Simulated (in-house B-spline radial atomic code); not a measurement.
The outermost shell (largest non-relativistic mean radius) with and without relativity; Dirac values are averaged over j. Computed with a radial B-spline atomic code at the basis-set limit: non-relativistic Hartree-Fock and Dirac-Hartree-Fock, averages of the configuration (point nuclei without relativity, finite nuclei with it).

```
 ion  configuration  outermost shell  radius non-relativistic (bohr)  radius Dirac (bohr)  radius change (%)  level non-relativistic (eV)  level Dirac (eV)  spin-orbit splitting (eV)
Ho3+      [Xe] 4f10               5p                          1.5113               1.4662            -2.9896                      -59.390           -61.268                     5.8103
Er3+      [Xe] 4f11               5p                          1.4906               1.4435            -3.1598                      -60.204           -62.249                     6.1913
Tm3+      [Xe] 4f12               5p                          1.4707               1.4217            -3.3331                      -61.007           -63.227                     6.5913
Yb3+      [Xe] 4f13               5p                          1.4515               1.4005            -3.5098                      -61.799           -64.203                     7.0112
Lu3+      [Xe] 4f14               5p                           1.433               1.3801            -3.6901                      -62.582           -65.179                     7.4522
Hf3+  [Xe] 4f14 5d1               5d                          1.9097               1.9482             2.0185                      -33.320           -32.259                    0.50291
Ta3+  [Xe] 4f14 5d2               5d                          1.8094               1.8434             1.8797                      -35.563           -34.444                    0.65262
 W3+  [Xe] 4f14 5d3               5d                          1.7219               1.7522             1.7552                      -37.783           -36.609                    0.81743
Re3+  [Xe] 4f14 5d4               5d                          1.6447               1.6718             1.6452                      -39.988            -38.76                    0.99799
Os3+  [Xe] 4f14 5d5               5d                          1.5757               1.6001             1.5476                      -42.185           -40.901                      1.195
Ir3+  [Xe] 4f14 5d6               5d                          1.5136               1.5357             1.4606                      -44.378           -43.038                     1.4092
Pt3+  [Xe] 4f14 5d7               5d                          1.4572               1.4773             1.3824                      -46.572           -45.174                     1.6414
```
